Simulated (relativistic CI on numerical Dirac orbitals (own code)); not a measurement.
Radial Dirac CI calculation of Xe34+: levels, rates and radial parameters.

Command:

```sh
python run_levels.py task.json out
```

Input:

```
atom Xe  Z=54  charge=34  electrons=20
nucleus A=132  rms_radius_fm=4.7859
hamiltonian dirac-coulomb  breit=on  qed=on  c_scale=1
orbitals kli  potential=per-configuration
slater_scale 1
correlation none
mixing on
configurations
  [Ar] 3d2
  [Ne] 3s2 3p5 3d3
  [Ne] 3s2 3p4 3d4
  [Ne] 3s 3p6 3d3
  [Ne] 3p6 3d4
  [Ne] 3s 3p5 3d4
  [Ar] 3d 4s
  [Ar] 3d 4p
  [Ne] 3s2 3p4 3d3 4s
  [Ar] 3d 4d
  [Ne] 3s2 3p4 3d3 4p
  [Ne] 3s2 3p5 3d2 4s
  [Ar] 3d 4f
  [Ne] 3s 3p5 3d3 4s
  [Ne] 3s2 3p5 3d2 4p
  [Ne] 3s 3p5 3d3 4p
  [Ne] 3p6 3d3 4s
  [Ne] 3s2 3p5 3d2 4d
  [Ne] 3s 3p6 3d2 4s
  [Ar] 4s2
end
```

Hardware: one thread of Intel Xeon Platinum 8259CL, on a shared host. Rates were computed among at most 200 levels.

Task: How large is the problem, and how long does it take?

Result: 5530 determinants at the lowest M give 5530 levels; 143 SCF iterations in all; about 7.7 s of CPU and 0.22 GiB at the peak.
